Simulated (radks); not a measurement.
Q: Successive ionisation energies (eV) of one element, from differences of total energies of ions in their ground configurations, starting at charge 22: 701.50, 736.65, 824.03, 860.40, 1491.8, 1573.4, 1656.5, 1741.1, 1827.2, 1914.7, 2020.8, 2112.2, 2205.0, 2299.2, 2558.6, 2642.4, 2726.8, 2811.7, 2982.5, 3070.8, 3255.3, 3338.3. Method: Dirac Kohn-Sham, exchange-only PBE, spin-unpolarised, spherical densities, finite nucleus; open shells fill j = l - 1/2 first; Fermi nuclear charge, rms radius 4.7859 fm; computed with a radial shooting solver on a logarithmic mesh with Libxc functionals. Which element is it?

A: Xenon (Z = 54). The first species listed is Xe22+ in [Ar] 3d10 4s2 4p2, the last Xe43+ in [Ne] 3s1.
